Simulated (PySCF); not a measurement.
Compound: C2H7GePSi.
Bonds: P1–Si2, Si2–C3, C3–C4 (triple), C4–Ge5. Hydrogens: H6, H7 on P1; H8, H9 on Si2; H10, H11, H12 on Ge5.

A GFN2-xTB structure was refined with PBE0-D3(BJ)/def2-SVP geometry optimisation, gas phase in PySCF. Its GFN2-xTB values:

```tsv
coordinate	GFN2-xTB
P1–Si2	2.225 Å
P1–H6	1.358 Å
Si2–C3	1.838 Å
Si2–H8	1.452 Å
C3≡C4	1.266 Å
C4–Ge5	1.856 Å
Ge5–H10	1.495 Å
P1–Si2–C3	111.1°
Si2–C3–C4	176.9°
C3–C4–Ge5	179.3°
```

Question: How do these coordinates change at the PBE0-D3(BJ)/def2-SVP level?

Answer: 
| coordinate | PBE0-D3(BJ)/def2-SVP (Å or °) | change |
| --- | --- | --- |
| P1–H6 | 1.429 | +0.071 |
| C4–Ge5 | 1.903 | +0.047 |
| C3≡C4 | 1.225 | -0.041 |
| Si2–H8 | 1.492 | +0.040 |
| Ge5–H10 | 1.535 | +0.040 |
| P1–Si2 | 2.264 | +0.039 |
| Si2–C3 | 1.833 | -0.005 |
| P1–Si2–C3 | 112.3 | +1.2 |
| Si2–C3–C4 | 177.7 | +0.8 |
| C3–C4–Ge5 | 179.6 | +0.3 |

The energy falls by 6.6 kcal/mol over 7 energy and gradient evaluations, the largest force component goes from 0.0883 to 4.1e-04 Eh/bohr, and the atoms move by 0.047 Å rms after alignment. The bond that changes most is P1–H6 (three-coordinate phosphorus to P–H hydrogen), which lengthens by 0.071 Å. Bonds longer at the end by more than 0.005 Å: 9 of 11; shorter: 2. Rotational constants go from 6262, 471.6, 444.7 to 6221, 463.8, 437.9 MHz.

The run used 131 basis functions and 49 SCF cycles in all.

Not checked by PBE0-D3(BJ)/def2-SVP frequencies. The numbers are those of one conformer.

Shape of the structure used: `[PH2:1][SiH2:2][C:3]#[C:4][GeH3:5]`: H–P1–Si2–C3 -47°, H–P1–Si2–C3 47°.
